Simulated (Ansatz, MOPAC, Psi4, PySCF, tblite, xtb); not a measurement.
Dimer H4Si ··· HF (SMILES [SiH4] and F) at R = 3.47 Å between the centres of mass, closest contact 2.52 Å (lowest of the rigid-body minima from ten starts at GFN2-xTB). Geometry in Å and degrees:

```
Si
H 1 1.4803
H 1 1.4803 2 109.47
H 1 1.4803 2 109.47 3 120.00
H 1 1.4804 2 109.47 3 -120.00
H 3 2.5160 1 75.85 2 -60.02
F 6 0.9245 3 146.35 1 179.90
```

- GFN2-xTB (tblite)
- SAPT0/jun-cc-pVDZ, frozen core (Psi4)
- PBE/def2-TZVP, counterpoise-corrected (Psi4)
- PBE-D3(BJ)/def2-TZVP, counterpoise-corrected (Psi4)
- wB97X-D/def2-TZVP, counterpoise-corrected (Psi4)
- HF/aug-cc-pVTZ, counterpoise-corrected (Psi4)
- MP2/aug-cc-pVTZ = Psi4 with DF-MP2/aug-cc-pVTZ, frozen core, counterpoise-corrected
- SCS-MP2/aug-cc-pVTZ = DF-SCS-MP2/aug-cc-pVTZ, frozen core, counterpoise-corrected (Psi4 1.11)
- RHF/aug-cc-pVDZ, counterpoise-corrected (Ansatz, a first-principles code)
- MP2/aug-cc-pVDZ = MP2 on RHF/aug-cc-pVDZ, frozen core, counterpoise-corrected (Ansatz)
- CCSD/aug-cc-pVDZ = CCSD on RHF/aug-cc-pVDZ, frozen core, counterpoise-corrected (Ansatz)
- CCSD(T)/aug-cc-pVDZ = CCSD(T) on RHF/aug-cc-pVDZ, frozen core, counterpoise-corrected (Ansatz)
- PM3, restricted, heats of formation (MOPAC)
- PM6, restricted, heats of formation (MOPAC)
- GFN1-xTB (xtb)
- RKS-B3LYP/6-31G* = restricted B3LYP/6-31G*, spherical d, no counterpoise correction (PySCF 2.14.0)
- RKS-BP86/6-31G* = PySCF with restricted BP86/6-31G*, spherical d, no counterpoise correction
- RHF/STO-3G = restricted Hartree-Fock/STO-3G, no counterpoise correction in PySCF 2.14.0
- RHF/6-31G* = restricted Hartree-Fock/6-31G*, spherical d, no counterpoise correction (PySCF)

Problem. What interaction energy does each level give?

Solution. 
```csv
method,E_int / kcal/mol
GFN2-xTB,-2.12
PM3,-1.67
GFN1-xTB,-0.99
PBE-D3(BJ)/def2-TZVP,0.22
PBE/def2-TZVP,0.79
RKS-B3LYP/6-31G*,0.82
RKS-BP86/6-31G*,1.08
wB97X-D/def2-TZVP,1.16
MP2/aug-cc-pVTZ,1.47
CCSD(T)/aug-cc-pVDZ,1.75
PM6,1.80
SCS-MP2/aug-cc-pVTZ,1.80
MP2/aug-cc-pVDZ,1.88
CCSD/aug-cc-pVDZ,1.96
RHF/STO-3G,2.08
RHF/6-31G*,2.43
SAPT0/jun-cc-pVDZ,2.54
HF/aug-cc-pVTZ,3.01
RHF/aug-cc-pVDZ,3.13
```
